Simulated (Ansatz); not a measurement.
Frontier orbitals of CH₅B₂F (`BCBF`).

```
atom   x (Å)   y (Å)   z (Å)
  B1   0.772  -0.371   0.998
  C2   0.207  -0.390  -0.444
  B3  -0.927   0.672  -0.568
  F4  -2.183   0.282  -0.728
  H5   1.332   0.605   1.409
  H6   0.641  -1.309   1.729
  H7   1.002   0.028  -1.083
  H8  -0.114  -1.371  -0.795
  H9  -0.730   1.854  -0.518
```

Total charge 0; spin multiplicity 1. All single points use the PBE0-D4/def2-TZVP geometry. It is one conformer, not always the lowest. Basis def2-TZVPP, Ansatz.

```csv
functional,HOMO (eV),LUMO (eV)
CAM-B3LYP,-10.41,-0.64
```

(1) Give HOMO and LUMO (eV) with LDA (SPW92), PBE, revPBE, BLYP, r2SCAN, B97M-V, PBE0, B3LYP, r2SCANh, r2SCAN0, HSE06 (plane-wave form), BHLYP, LC-ωPBE, ωB97X-V, ωB97M-V, HF. (Estimate.)

Answers

(1) The calculation gave: 
| functional | HOMO | LUMO |
| --- | --- | --- |
| LDA (SPW92) | -7.60 | -3.02 |
| PBE | -7.51 | -2.73 |
| revPBE | -7.47 | -2.61 |
| BLYP | -7.45 | -2.59 |
| r2SCAN | -7.81 | -2.35 |
| B97M-V | -7.93 | -2.45 |
| PBE0 | -8.95 | -1.74 |
| B3LYP | -8.75 | -1.97 |
| r2SCANh | -8.35 | -2.01 |
| r2SCAN0 | -9.14 | -1.51 |
| HSE06 (plane-wave form) | -8.54 | -2.12 |
| BHLYP | -10.34 | -0.71 |
| LC-ωPBE | -11.75 | 0.59 |
| ωB97X-V | -11.40 | 0.48 |
| ωB97M-V | -11.26 | 0.22 |
| HF | -12.44 | 1.70 |

B3LYP here is the variant with VWN-RPA as its local correlation; programs differ in this. LC-ωPBE has ω = 0.4 bohr⁻¹. Positive LUMOs are unbound and depend on the basis.
